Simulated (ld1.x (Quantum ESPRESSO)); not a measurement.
**Zr (Z = 40): excitation energies, all-electron against ultrasoft**

```json
{"Element": "zirconium (Zr)", "Generator": "ld1.x (Quantum ESPRESSO) 7.5", "Type": "ultrasoft", "Functional": "LDA (PZ)", "Relativity": "fully relativistic", "Frozen core": "[Ar] 3d10", "Valence charge": "12", "Reference configuration": "4s2 4p6 4d2 5s1.75 5p0.25", "Partial waves": "4s (bound): rcut 1.55, rcutus 1.80 bohr; 5s (bound): rcut 1.55, rcutus 1.80 bohr; 4p (bound): rcut 1.80, rcutus 1.90 bohr; 5p (bound): rcut 1.80, rcutus 1.90 bohr; 4d (bound): rcut 2.25, rcutus 2.65 bohr; 4d channel at 3.15 Ry: rcut 2.25, rcutus 2.65 bohr", "Local potential": "all-electron potential smoothed inside 2.30 bohr (lloc = -1)", "Core correction": "Bessel-smoothed model core inside 1.35 bohr", "Augmentation charge": "built from norm-conserving waves at rcut, not smoothed further"}
```

Open shells are filled in proportion to 2j + 1 (rel_dist='average').

Energies are relative to the spin-unpolarised reference configuration 4s2 4p6 4d2 5s1.75 5p0.25; without spin polarisation the order of configurations can differ from experiment.

(1) Give the all-electron excitation energy and the error of the potential for: 4s2 4p6 4d2 5s2 5p0; 4s2 4p6 4d2 5s1 5p0; 4s2 4p6 4d2 5s0 5p0; 4s2 4p6 4d1 5s2 5p0; 4s2 4p5 4d2 5s2 5p0; 4s2 4p6 4d2 5s0 5p2; 4s2 4p6 4d2 5s1.5 5p0.

Levels in the configuration 4s2 4p6 4d2 5s0 5p0:

```csv
level,all-electron (eV),pseudo (eV)
4s j=1/2,-69.078,-69.655
4p j=1/2,-48.276,-48.723
4p j=3/2,-46.462,-46.871
4d j=3/2,-17.606,-17.718
4d j=5/2,-17.449,-17.558
```

A Bessel basis up to 400 Ry misses an occupied level by 1.61 Ry, so cutoffs and ghosts were not judged. The potential misses its own reference levels by up to 1.5 eV, so it is not fit for use.

Answers

(1)

```json
{"valence configuration": "4s2 4p6 4d2 5s2 5p0", "charge": "0", "ΔE all-electron (eV)": "-0.764", "error AE − PS (meV)": "-148"}
{"valence configuration": "4s2 4p6 4d2 5s1 5p0", "charge": "+1", "ΔE all-electron (eV)": "6.587", "error AE − PS (meV)": "+749"}
{"valence configuration": "4s2 4p6 4d2 5s0 5p0", "charge": "+2", "ΔE all-electron (eV)": "19.829", "error AE − PS (meV)": "+2364"}
{"valence configuration": "4s2 4p6 4d1 5s2 5p0", "charge": "+1", "ΔE all-electron (eV)": "7.056", "error AE − PS (meV)": "-1331"}
{"valence configuration": "4s2 4p5 4d2 5s2 5p0", "charge": "+1", "ΔE all-electron (eV)": "37.328", "error AE − PS (meV)": "-1909"}
{"valence configuration": "4s2 4p6 4d2 5s0 5p2", "charge": "0", "ΔE all-electron (eV)": "5.626", "error AE − PS (meV)": "+1160"}
{"valence configuration": "4s2 4p6 4d2 5s1.5 5p0", "charge": "+0.5", "ΔE all-electron (eV)": "2.207", "error AE − PS (meV)": "+226"}
```

These tests converged, but a pseudo level misses the all-electron one widely, so the file describes the atom poorly there or has found another state: 4s2 4p6 4d2 5s2 5p0: 4d by 1.1 eV; 4s2 4p6 4d2 5s0 5p0: empty 5s by 2.1 eV.
